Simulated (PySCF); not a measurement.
## Shieldings and the share of exact exchange

Molecule: SMILES N[SiH2][SiH2]F, FH₆NSi₂.

Numbering as in the mapped SMILES `[NH2:1][SiH2:2][SiH2:3][F:4]`. Each H is labelled by its parent atom.

GIAO shieldings (ppm, equivalent atoms averaged) in PySCF 2.14.0 with density-fitted response routines on the PBE0-D3(BJ)/def2-SVP geometry, basis pcSseg-2, gas phase, non-relativistic:

```csv
functional,exact exchange (%),σ(Si3),σ(Si2),σ(F4)
BLYP,0,321.1,368.1,406.3
BP86,0,329.7,378.7,410.0
PBE,0,330.4,380.3,410.2
B3LYP,20,335.4,381.3,413.4
PBE0,25,348.5,396.2,418.2
mPW1PW91,25,347.7,394.7,417.7
HF,100,399.2,435.4,430.2
```

Q: Fit each shielding as a line in the percentage of exact exchange.

A: σ(Si3) = 327.0 + 0.73 x (rms 3.9 ppm); σ(Si2) = 376.1 + 0.60 x (rms 5.0 ppm); σ(F4) = 409.9 + 0.21 x (rms 2.1 ppm). The functionals also differ in their semilocal parts, which the line can't hold; Hartree–Fock has no correlation at all.

Q: What does the line predict for BHandHLYP (50 %), and what does the run give?

A: σ(Si3): 363.5 predicted, 357.3 computed; σ(Si2): 406.1 predicted, 400.4 computed; σ(F4): 420.4 predicted, 421.1 computed ppm.
